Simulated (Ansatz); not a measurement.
Z-matrix (Å, degrees):
```
Si
O 1 1.660
O 1 1.642 2 114.6
Sn 1 2.547 2 81.2 3 113.0
H 1 1.489 2 108.6 3 -120.6
C 2 1.432 1 113.3 3 -105.7
H 3 0.959 1 117.9 2 -92.9
H 4 1.708 1 123.3 2 -112.7
H 4 1.709 1 121.7 2 100.0
H 6 1.091 2 109.6 1 -128.1
H 6 1.092 2 110.4 1 111.4
```

Charge 0, multiplicity 1. Sn takes the def2 core potential.

Q: List the B3LYP/def2-TZVPP orbital energies in eV (Ansatz). (An estimate is asked.)

A: Ansatz gave: Occupied: -1799.89, -520.77, -520.48, -278.10, -144.26, -138.49, -99.61, -99.58, -99.56, -93.35, -93.31, -93.29, -27.93, -27.63, -27.59, -27.57, -27.52, -27.50, -27.22, -18.13, -15.59, -14.01, -12.92, -12.42, -11.72, -11.29, -10.15, -9.28, -8.84, -8.11, -7.37, -6.93. Lowest empty: -0.75, -0.34, -0.03, 0.47, 1.13, 1.38, 1.86, 1.99.

B3LYP here is the variant with VWN-RPA as its local correlation; programs differ in this.
